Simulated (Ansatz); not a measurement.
Reaction (ligand exchange at the In–Cl bond): `[SH][In]([SH])[Cl]` + H₂S → `[SH][In]([SH])[SH]` + HCl

Computed with Ansatz on PBE0-D4/def2-TZVP structures; ΔE is electronic, products minus reactants. CBS: MP2 limit from def2 TZ/QZ plus the TZ coupled-cluster correction, frozen cores. This one scheme is used for every species. DFT in def2-TZVPP. B3LYP here is the variant with VWN-RPA as its local correlation; programs differ in this. Elements past krypton have def2 core potentials. For In outer-core shells are correlated without core-valence functions, which leaves a few kJ/mol of doubt a bond. Each species was taken in one conformer, which may not be the lowest.

| level | ΔE (kJ/mol) | difference from CCSD(T)/CBS |
| --- | --- | --- |
| BLYP-D4 | 27.0 | 1.3 |
| r2SCANh-D4 | 27.4 | 1.7 |
| CAM-B3LYP-D4 | 30.1 | 4.4 |
| ωB97X-V | 30.0 | 4.3 |
| ωB97M-V | 28.6 | 2.9 |
| PBE-QIDH | 25.8 | 0.1 |
| PBE | 24.5 | -1.2 |
| B3LYP | 30.6 | 4.9 |
| r2SCAN0 | 28.2 | 2.5 |
| BHLYP | 33.7 | 8.0 |
| MP2/def2-SVP | 31.4 | 5.7 |
| SCS-MP2/def2-TZVPP | 26.2 | 0.5 |
| CCSD(T)/def2-TZVPP | 24.9 | -0.8 |
| HF/def2-QZVPP | 41.1 | 15.4 |
| SCS-MP2/def2-QZVPP | 26.9 | 1.2 |
| HF/CBS(def2) | 41.1 | 15.4 |
| CCSD(T)/CBS | 25.7 | 0 |

Largest T1 diagnostic among the species: 0.014.

Leaving LDA and LC-ωPBE aside and taking each functional with its dispersion term where it has one, the values, not all of them listed here, spread over 8.2 kJ/mol, from PBE-D4 to B97M-V. LDA lies −4.4 kJ/mol from PBE without D4. In def2-TZVPP, CCSD(T) changes the Hartree–Fock value by −15.7 kJ/mol (the triples alone add −2.0 kJ/mol) and MP2 by −17.9 kJ/mol. At CCSD(T), def2-SVP lies +6.6 kJ/mol from the extrapolated value and def2-TZVPP −0.8 kJ/mol.
